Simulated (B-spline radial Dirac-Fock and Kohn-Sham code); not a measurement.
Dipole and non-dipole photoemission parameters of Mo³⁺ 4p1/2

System: molybdenum as Mo³⁺, configuration [Kr] 4d3; threshold 78.71 eV (orbital energy of the model). Method: Dirac-Hartree-Slater photoionisation with a Latter tail; cross sections with all multipoles, angular parameters from the dipole term and its interference with E2. Computed with a radial atomic solver.

Input of the calculation (task.json; shells as n, l, electrons):

```json
{"items": [{
  "Z": 42,
  "q": 3,
  "cfg": [[1, 0, 2], [2, 0, 2], [2, 1, 6], [3, 0, 2], [3, 1, 6], [3, 2, 10], [4, 0, 2], [4, 1, 6], [4, 2, 3]],
  "A": 98,
  "rrms": 4.4091,
  "do": "xps",
  "hv": [51.3, 52.6, 57.8, 60, 100, 116.0, 158.0, 277.0, 283.0, 300, 400, 428.0, 451.0, 778.0, 1450.0, 1486.9, 1500.0, 1850.0, 2000, 2390.0, 2984.4, 3560.0, 3860.0, 4790.0, 5280.0, 7230.0, 7280.0, 9251.7, 9750.0, 11000.0]
}]}
```

Launch: `python xray2_run.py task.json out`

For linearly polarised light dσ/dΩ = σ/(4π) [1 + β P₂(cos θ) + (δ + γ cos²θ) sin θ cos φ], with θ from the polarisation vector and φ the angle between the beam and the projection of the electron momentum on the plane normal to the polarisation.

```csv
hν (eV),σ (kb),β,γ,δ
100,153,-0.195,0.229,-0.032
116,132,-0.200,-0.006,0.007
158,115,0.456,-0.009,0.035
277,79.0,1.274,0.202,0.012
283,77.4,1.292,0.202,0.012
300,73.2,1.339,0.200,0.010
400,52.8,1.514,0.149,0.003
428,48.5,1.543,0.130,0.002
451,45.3,1.563,0.115,0.001
778,20.3,1.671,-0.012,-0.001
1450,6.66,1.659,0.047,0.001
1486.9,6.34,1.656,0.055,0.002
1500,6.23,1.655,0.058,0.002
1850,4.07,1.628,0.143,0.004
2000,3.45,1.615,0.182,0.005
2390,2.34,1.582,0.284,0.008
2984.4,1.41,1.533,0.435,0.013
3560,0.922,1.489,0.569,0.019
3860,0.755,1.466,0.635,0.023
4790,0.437,1.402,0.818,0.035
5280,0.339,1.371,0.903,0.041
7230,0.145,1.263,1.188,0.069
7280,0.142,1.260,1.194,0.069
9251.7,0.0719,1.170,1.413,0.098
9750,?,?,?,?
11000,0.0433,1.101,1.568,0.124
```

Problem. Give the values at 9750 eV.

Solution. σ = 0.0617 kb, β = 1.149, γ = 1.460, δ = 0.105.
